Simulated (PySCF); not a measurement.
C3H6NO, SMILES C[N]C(C)=O, multiplicity 2.

Geometry: TPSSh-D3(BJ)/def2-SVP. The isomer is the one that the SMILES or the coordinates give; other isomers of the formula were not compared.

Calculation: TDA-B3LYP/def2-SVPD in PySCF.

Vertical excitations. The molecule is in vacuum.

```
state    energy (eV)  λ (nm)      f                                                                                                             main pairs
-------  -----------  ------  -----  ---------------------------------------------------------------------------------------------------------------------
root 1          1.26     982  0.000                                                                                                       β HOMO→LUMO 93 %
root 2          2.43     511  0.010                                                                                                     β HOMO−1→LUMO 88 %
root 3          4.47     277  0.010                                                                                  α HOMO−1→LUMO 8 %, β HOMO−2→LUMO 82 %
root 4          5.13     242  0.001                                                                                   α HOMO→LUMO 62 %, β HOMO→LUMO+1 28 %
root 5          5.52     225  0.004                                                                                 α HOMO−1→LUMO 12 %, β HOMO−3→LUMO 70 %
root 6          5.56     223  0.000                                           α HOMO→LUMO 24 %, α HOMO−1→LUMO 14 %, β HOMO→LUMO+1 39 %, β HOMO−3→LUMO 15 %
root 7          6.05     205  0.004                                                                                 α HOMO−1→LUMO 13 %, β HOMO−4→LUMO 65 %
root 8          6.17     201  0.029                                                            α HOMO−1→LUMO 8 %, β HOMO−1→LUMO+1 52 %, β HOMO−4→LUMO 12 %
root 9          6.49     191  0.017  α HOMO−2→LUMO 33 %, α HOMO−1→LUMO 20 %, β HOMO−4→LUMO 14 %, β HOMO−6→LUMO 9 %, β HOMO−1→LUMO+1 7 %, β HOMO−5→LUMO 6 %
root 10         6.53     190  0.086                                                                                                     β HOMO−5→LUMO 89 %
```
Unrestricted roots are not spin-pure.
